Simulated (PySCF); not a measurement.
## Continuum solvent and chemical shifts

Geometry (Å), atoms numbered from 1 in this order:
```xyz
19

B     1.7795    1.0766    0.0384
O     0.6398    0.0311    0.2585
C     0.7252   -1.3927    0.3695
C    -0.7412   -1.8442    0.2915
C    -1.5516   -0.5546    0.0289
C    -0.5155    0.3956   -0.5324
B    -0.5474    1.9823   -0.2759
F    -0.7287    2.8145   -1.3054
F    -0.9662    2.3994    0.9255
H     2.4786    1.1189    1.0278
H     2.3148    0.8601   -1.0339
H     1.0756    2.1263   -0.0455
H     1.2290   -1.6145    1.3191
H     1.3365   -1.7724   -0.4650
H    -1.0634   -2.3368    1.2190
H    -0.8699   -2.5684   -0.5253
H    -2.3905   -0.7174   -0.6606
H    -1.9540   -0.1489    0.9688
H    -0.2820    0.1659   -1.5888
```

GIAO PBE0/pcSseg-1 in PySCF on one PBE0-D3(BJ)/def2-SVP conformer, non-relativistic, equivalent nuclei averaged. Solvents enter as an IEF-PCM continuum (chloroform with ε = 4.7, acetone with ε = 20.5) around the gas-phase geometry. Shifts are referred to BF3·OEt2, TMS, CFCl3 computed in the same medium.

Gas phase, δ in ppm: B7 13.6, B1 -1.6, C6 87.8, C3 71.4, C4 29.2, C5 27.3, F8/F9 -110.0, H13 3.92, H19 3.62, H14 3.20, H10/H11/H12 3.11, H15 2.16, H18 2.09, H16 2.00. Dipole moment 5.82 D.

(1) How does each δ change in the continuum?

(2) Which nuclei move most (in ppm), and what does the model miss?

Answers

(1) 
```tsv
atoms	environment	Δδ, chloroform	Δδ, acetone
B7	boron bonded to C, 2 F	+1.2	+1.6
B1	boron bonded to O, 3 H	-0.4	-0.6
C6	sp3 CH bonded to B and O	+0.8	+1.1
C3	sp3 CH2 bonded to O	+1.3	+1.8
C4	sp3 CH2 in a ring	+0.8	+1.1
C5	sp3 CH2 in a ring	+0.8	+1.1
F8/F9	fluorine bonded to B	-1.2	-1.3
H13	hydrogen on an sp3 CH2 bonded to O	+0.18	+0.22
H19	hydrogen on an sp3 CH bonded to B and O	+0.16	+0.24
H14	hydrogen on an sp3 CH2 bonded to O	+0.19	+0.25
H10/H11/H12	hydrogen on a boron bonded to O	-0.18	-0.23
H15	hydrogen on an sp3 CH2 in a ring	+0.16	+0.19
H18	hydrogen on an sp3 CH2 in a ring	-0.04	-0.07
H16	hydrogen on an sp3 CH2 in a ring	+0.20	+0.27
```

Changes are relative to the gas phase. The dipole moment becomes 6.72 D in chloroform, 7.01 D in acetone.

(2) C3 (sp3 CH2 bonded to O, +1.8 ppm) in acetone. A continuum only polarises the solute; specific hydrogen bonds, the anisotropy of aromatic solvents and changes of geometry or conformer are outside it.
